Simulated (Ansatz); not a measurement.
Relaxation of Zr2Cl8⁺, that is Zr2(Cl)8 with one electron fewer (charge 1, doublet) with UKS r2SCAN-D4/def2-SVP in Ansatz.

Positions (Å) and forces (eV/Å) at steps 31, 33, 34, 35, 36, 37, 38, 39, 40, 43, 46, 49 of 49:

```xyz
10
step=31 energy=-102714.4923 eV
Zr   -1.383   -0.273   -1.239    0.004   -0.016    0.004
Cl   -3.516    0.473   -0.959   -0.001    0.005    0.001
Cl   -0.853   -0.233   -3.643   -0.003   -0.016   -0.010
Cl   -1.345   -2.528   -2.241   -0.002    0.009   -0.001
Cl   -0.644   -1.212    0.927   -0.012   -0.008    0.015
Zr    1.357    0.472    1.599   -0.036    0.003   -0.044
Cl    3.186   -0.390    0.516    0.032   -0.005   -0.002
Cl    1.282   -0.505    3.678    0.003   -0.027    0.022
Cl    1.728    2.689    2.098   -0.002    0.024   -0.002
Cl    0.188    1.508   -0.736    0.018    0.029    0.017
10
step=33 energy=-102714.4954 eV
Zr   -1.364   -0.234   -1.269    0.053    0.069   -0.027
Cl   -3.456    0.624   -0.991    0.033   -0.011   -0.013
Cl   -0.914   -0.361   -3.694   -0.021   -0.012    0.083
Cl   -1.399   -2.549   -2.129   -0.001    0.023   -0.005
Cl   -0.704   -1.128    0.966   -0.001    0.006   -0.035
Zr    1.354    0.428    1.609    0.134    0.133    0.161
Cl    3.271   -0.235    0.521   -0.092    0.026    0.027
Cl    1.417   -0.669    3.638   -0.015    0.083   -0.140
Cl    1.484    2.664    2.196   -0.031   -0.222   -0.049
Cl    0.311    1.461   -0.846   -0.059   -0.095   -0.002
10
step=34 energy=-102714.4976 eV
Zr   -1.363   -0.242   -1.260    0.012    0.034   -0.019
Cl   -3.463    0.594   -0.985    0.011    0.001   -0.003
Cl   -0.904   -0.335   -3.681   -0.008   -0.010    0.038
Cl   -1.389   -2.544   -2.150   -0.001   -0.001   -0.007
Cl   -0.689   -1.149    0.958    0.000    0.006   -0.017
Zr    1.356    0.441    1.605    0.031    0.036    0.074
Cl    3.249   -0.267    0.514   -0.010    0.008    0.002
Cl    1.383   -0.634    3.641    0.002    0.029   -0.046
Cl    1.530    2.669    2.177   -0.013   -0.071   -0.012
Cl    0.290    1.467   -0.820   -0.022   -0.032   -0.010
10
step=35 energy=-102714.4988 eV
Zr   -1.350   -0.218   -1.268   -0.018   -0.135   -0.063
Cl   -3.436    0.652   -0.987   -0.007    0.018    0.008
Cl   -0.920   -0.386   -3.687   -0.005    0.035    0.014
Cl   -1.435   -2.543   -2.130   -0.002    0.021    0.039
Cl   -0.668   -1.152    0.947   -0.021    0.031   -0.023
Zr    1.358    0.422    1.621    0.019   -0.007    0.032
Cl    3.268   -0.220    0.518    0.004    0.007    0.002
Cl    1.425   -0.661    3.648    0.003    0.011   -0.025
Cl    1.436    2.651    2.197   -0.008   -0.007    0.004
Cl    0.321    1.456   -0.858    0.035    0.026    0.014
10
step=36 energy=-102714.5009 eV
Zr   -1.343   -0.218   -1.278   -0.035   -0.064   -0.028
Cl   -3.412    0.690   -0.990    0.007    0.003   -0.003
Cl   -0.940   -0.411   -3.699    0.000    0.027    0.008
Cl   -1.454   -2.552   -2.113    0.002    0.020    0.036
Cl   -0.681   -1.127    0.955   -0.010   -0.007   -0.011
Zr    1.365    0.413    1.625    0.012    0.063    0.034
Cl    3.292   -0.182    0.520   -0.014    0.011    0.014
Cl    1.451   -0.690    3.639    0.006    0.011   -0.025
Cl    1.374    2.642    2.220   -0.002   -0.076   -0.015
Cl    0.349    1.436   -0.878    0.033    0.013   -0.010
10
step=37 energy=-102714.5005 eV rejected
Zr   -1.334   -0.213   -1.288   -0.024    0.064   -0.009
Cl   -3.368    0.777   -0.993    0.062   -0.033   -0.015
Cl   -0.980   -0.453   -3.710   -0.010   -0.014    0.011
Cl   -1.484   -2.563   -2.059   -0.002    0.037   -0.003
Cl   -0.707   -1.104    0.968    0.016    0.017   -0.016
Zr    1.359    0.397    1.624    0.136    0.198    0.060
Cl    3.331   -0.092    0.531   -0.110    0.029    0.064
Cl    1.508   -0.752    3.609   -0.011    0.026   -0.041
Cl    1.244    2.618    2.268    0.001   -0.247   -0.082
Cl    0.432    1.383   -0.950   -0.059   -0.076    0.030
10
step=38 energy=-102714.5025 eV
Zr   -1.350   -0.219   -1.288    0.031    0.027    0.015
Cl   -3.399    0.734   -0.995    0.006   -0.004   -0.003
Cl   -0.967   -0.425   -3.707   -0.005   -0.004   -0.011
Cl   -1.468   -2.558   -2.089   -0.008    0.005   -0.001
Cl   -0.690   -1.113    0.952   -0.010   -0.032    0.040
Zr    1.365    0.409    1.629    0.033    0.043   -0.026
Cl    3.317   -0.132    0.539   -0.022    0.013    0.016
Cl    1.482   -0.717    3.627   -0.010   -0.004    0.006
Cl    1.318    2.630    2.242   -0.008   -0.056   -0.015
Cl    0.392    1.392   -0.909   -0.008    0.011   -0.021
10
step=39 energy=-102714.5032 eV
Zr   -1.330   -0.216   -1.288   -0.048    0.087    0.019
Cl   -3.358    0.787   -0.995    0.046   -0.026   -0.006
Cl   -0.999   -0.450   -3.711    0.002   -0.023   -0.018
Cl   -1.500   -2.561   -2.059    0.000    0.008   -0.015
Cl   -0.708   -1.107    0.968    0.035    0.015   -0.013
Zr    1.367    0.392    1.622    0.064    0.090   -0.025
Cl    3.355   -0.068    0.554   -0.062    0.011    0.027
Cl    1.505   -0.752    3.606   -0.002   -0.014    0.031
Cl    1.225    2.604    2.255   -0.002   -0.078   -0.018
Cl    0.442    1.372   -0.953   -0.033   -0.070    0.018
10
step=40 energy=-102714.5044 eV
Zr   -1.332   -0.209   -1.294   -0.027    0.010    0.005
Cl   -3.355    0.800   -0.994    0.038   -0.017   -0.003
Cl   -1.006   -0.464   -3.717   -0.002   -0.003   -0.005
Cl   -1.517   -2.561   -2.059    0.000    0.027    0.007
Cl   -0.692   -1.104    0.959    0.006   -0.005   -0.001
Zr    1.373    0.391    1.631    0.045    0.080   -0.027
Cl    3.361   -0.056    0.556   -0.055    0.014    0.036
Cl    1.515   -0.756    3.613    0.001   -0.007    0.014
Cl    1.202    2.601    2.265    0.003   -0.085   -0.028
Cl    0.451    1.358   -0.960   -0.008   -0.014    0.003
10
step=43 energy=-102714.5066 eV
Zr   -1.308   -0.217   -1.308    0.024    0.024   -0.016
Cl   -3.259    0.895   -0.914    0.026   -0.010   -0.004
Cl   -1.103   -0.482   -3.750   -0.006    0.005    0.054
Cl   -1.650   -2.548   -2.064   -0.001   -0.003   -0.006
Cl   -0.630   -1.157    0.920   -0.015    0.004   -0.025
Zr    1.387    0.377    1.629    0.056    0.038    0.013
Cl    3.458    0.081    0.663   -0.056    0.008    0.027
Cl    1.517   -0.763    3.620   -0.002    0.016   -0.029
Cl    1.017    2.566    2.243    0.007   -0.054   -0.019
Cl    0.571    1.248   -1.039   -0.033   -0.027    0.004
10
step=46 energy=-102714.5071 eV
Zr   -1.306   -0.221   -1.303   -0.003   -0.011   -0.017
Cl   -3.252    0.895   -0.905   -0.005    0.007    0.004
Cl   -1.102   -0.472   -3.741   -0.002   -0.001   -0.001
Cl   -1.651   -2.549   -2.071   -0.003   -0.005   -0.005
Cl   -0.629   -1.171    0.915    0.002    0.006    0.003
Zr    1.383    0.379    1.623    0.014   -0.002    0.021
Cl    3.454    0.081    0.668    0.011   -0.001   -0.006
Cl    1.511   -0.750    3.618   -0.005   -0.007   -0.001
Cl    1.020    2.565    2.234   -0.006    0.011   -0.005
Cl    0.572    1.243   -1.037   -0.001    0.002    0.007
10
step=49 energy=-102714.5075 eV
Zr   -1.299   -0.226   -1.307   -0.009    0.004   -0.002
Cl   -3.222    0.921   -0.884    0.009   -0.005   -0.002
Cl   -1.126   -0.476   -3.747    0.000    0.000    0.000
Cl   -1.688   -2.548   -2.075    0.000    0.003    0.002
Cl   -0.611   -1.183    0.906    0.001    0.000    0.001
Zr    1.390    0.377    1.624    0.006    0.007   -0.004
Cl    3.479    0.119    0.695   -0.007    0.002    0.004
Cl    1.508   -0.756    3.617    0.001    0.000    0.002
Cl    0.971    2.558    2.223    0.001   -0.009   -0.001
Cl    0.600    1.214   -1.053   -0.001   -0.002    0.000
```

In the def2 sets Zr takes a core potential; there is no spin–orbit coupling. In the charge 1 doublet, Cl3 and Cl4 lie 2.72 Å apart (atoms count from 1), so these atoms are partly bonded to each other.
